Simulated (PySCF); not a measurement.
(ClZn-mu-H)2 (singlet state).
Z-matrix (Å and degrees, PBE0-D3(BJ)/def2-SVP geometry), rows numbered from 1:
```
Zn
Cl  1  2.1092
H   1  1.7502  2  133.58
Zn  3  1.7631  1   85.85  2  -179.80
Cl  4  2.1094  3  132.02  1   179.67
H   4  1.7494  3   94.18  1    -0.05
```

Computed with PySCF 2.14.0, density-fitted response routines, TDDFT B3LYP/def2-SVPD, vertical, gas phase, core orbitals frozen in the response.

Broadening: Gaussians 0.25 eV wide at half height, area fixed by f = 4.319×10⁻⁹ ∫ε dν̃. The width is an assumption, not a result. The curve ends short of the highest state used, and states not computed would add to its high-energy end.

λ (nm), ε (L mol⁻¹ cm⁻¹) and a bar:
```
    179.5       7394 ##############################
    182.8        707 ###
    186.2         24 
    189.5         52 
    192.9        137 #
    196.2        116 
    199.6         35 
    202.9          6 
    206.3         45 
    209.6        472 ##
    213.0       2320 #########
    216.3       5365 ######################
    219.7       7332 ##############################
    223.0       7311 ##############################
    226.4       5813 ########################
    229.7       3321 #############
    233.1       1193 #####
    236.4        282 #
    239.8         41 
    243.1          4 
    246.5          0 
    249.8          0 
    253.2          0 
    256.5          0 
    259.9          0 
    263.2          0 
    266.6          0 
    269.9          0 
    273.3          0 
    276.6          0 
    280.0          0 
    283.3          0 
    286.7          0 
    290.0          0 
    293.4          0 
    296.7          0
```

Question: Locate the maxima and give the states behind the curve.

Answer: 221 nm (5.60 eV), ε about 7500, made up of S4 (40%), S6 (31%) and S7 (29%); 194 nm (6.39 eV), ε about 150, made up of S10 (100%) (ε in L mol⁻¹ cm⁻¹; maxima over ε = 5, shares over 10%). At its high-energy end, 6.91 eV, the curve is still rising (ε about 7700, from S13). The states used: S1 4.55 eV (f 0.0000); S2 4.95 eV (f 0.0000); S3 5.31 eV (f 0.0000); S4 5.50 eV (f 0.046); S5 5.58 eV (f 0.0000); S6 5.66 eV (f 0.025); S7 5.69 eV (f 0.028); S8 5.75 eV (f 0.0000); S9 5.92 eV (f 0.0000); S10 6.39 eV (f 0.0014); S11 6.40 eV (f 0.0000); S12 7.00 eV (f 0.0000); S13 7.06 eV (f 0.181); S14 7.14 eV (f 0.010); S15 7.51 eV (f 0.0000).

Question: Does any computed singlet lie in the visible range?

Answer: No computed singlet lies in the visible range (380 to 750 nm); the lowest, at 272 nm, stands 1.29 eV above its violet end (3.26 eV).

Question: On this curve, what absorbance would a 10⁻³ mol/L sample give at 193 nm over a 1 cm path?

Answer: 193 nm is 6.424 eV, where ε is about 140 L mol⁻¹ cm⁻¹, so A = ε c l ≈ 0.14 (Beer–Lambert, with the gas-phase spectrum and the assumed width).

Question: Coming from long wavelengths, where does ε first pass 100 L mol⁻¹ cm⁻¹?

Answer: At about 238 nm (5.20 eV), 0.65 eV above S1.

All these states lie below the vertical ionisation energy of 10.17 eV (ΔSCF).

On Arm Neoverse V2, one thread, no GPU (shared host), this took 71 s (with the writing of density and orbital grids) and 0.68 GiB of memory at its peak.
